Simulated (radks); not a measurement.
Results of a calculation; reference values are marked as such.
Removal energies from the mercury ion Hg7+, [Xe] 4f14 5d5, by Delta-SCF beside the eigenvalue of the level emptied. Level of theory: scalar-relativistic Kohn-Sham, r2SCAN, spin-polarised, spherical densities, finite nucleus; meta-GGA in the generalised Kohn-Sham scheme; Fermi nuclear charge, rms radius of each element as measured or else 0.836 A^(1/3) + 0.57 fm (a radial shooting solver on a logarithmic mesh with Libxc functionals). Open shells are filled with parallel spins first.

| removed from | final configuration | Delta-SCF (eV) | -eigenvalue (eV) |
|---|---|---|---|
| 5d | [Xe] 4f14 5d4 | 117.91 | 109.28 |
| 5p | [Kr] 4d10 4f14 5s2 5p5 5d5 | 177.63 | 168.12 |
| 4f | [Xe] 4f13 5d5 | 220.83 | 204.16 |
| 5s | [Kr] 4d10 4f14 5s1 5p6 5d5 | 233.27 | 223.07 |
